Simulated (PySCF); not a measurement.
Molecular orbitals of SiSe

MN15 at R = 2.067 Å; basis Si def2-TZVPPD, Se def2-TZVPPD; no relativity; PySCF 2.14. State: ¹Σ⁺ (singlet), closed shell. Only the outer orbitals are listed, counted within each symmetry.

| orbital | occ. | ε (eV) | on Si (%) | main shells (%) |
| --- | --- | --- | --- | --- |
| 10σ | 2 | -19.70 | 24 | 74 Se s, 16 Si s |
| 11σ | 2 | -12.65 | 59 | 58 Si s, 25 Se p, 15 Se s |
| 12σ | 2 | -8.42 | 59 | 39 Se p, 36 Si p, 22 Si s |
| 5π | 2 | -8.39 | 26 | 74 Se p, 22 Si p |
| 5π | 2 | -8.39 | 26 | 74 Se p, 22 Si p |
| 6π | 0 | -1.97 | 75 | 72 Si p, 20 Se p |
| 6π | 0 | -1.97 | 75 | 72 Si p, 20 Se p |
| 13σ | 0 | 0.97 | 67 | 24 Si p, 24 Se p, 22 Si d |

Question: Which are the highest filled and the lowest empty level, where do they sit, and how wide is the gap?

Answer: Highest filled 5π at -8.39 eV (in %: 74 Se p, 22 Si p); lowest empty 6π at -1.97 eV (in %: 72 Si p, 20 Se p); the gap at MN15 is 6.42 eV.

```json
{
 "bond order (Mayer)": "2.51",
 "⟨S²⟩": "0.000",
 "charge on Si (Mulliken, basis-dependent)": "0.10",
 "charge on Si (Löwdin, basis-dependent)": "0.04",
 "dipole moment (positive dipole means Si(−)Se(+))": "-1.58 D"
}
```
